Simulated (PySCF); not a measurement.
# H2: frontier orbitals

RHF at R = 0.747 Å; basis H 3-21G; no relativity; PySCF 2.14. State: ¹Σg⁺ (singlet), closed shell. Only the outer orbitals are listed.

```csv
orbital,occ.,ε (eV),main shells (%)
σg,2,-16.07,100 s
σu,0,7.13,100 s
σg,0,25.14,100 s
σu,0,41.29,100 s
```

Problem. Which are the highest filled and the lowest empty level, where do they sit, and how wide is the gap?

Solution. Highest filled σg at -16.07 eV (in %: 100 s); lowest empty σu at 7.13 eV (in %: 100 s); the gap at RHF is 23.20 eV. An empty level above zero is unbound, and its energy depends on the basis.

```json
{
 "bond order (Mayer)": "1.00",
 "⟨S²⟩": "0.000"
}
```

3-21G is very small, so such numbers show the basis as much as the molecule.
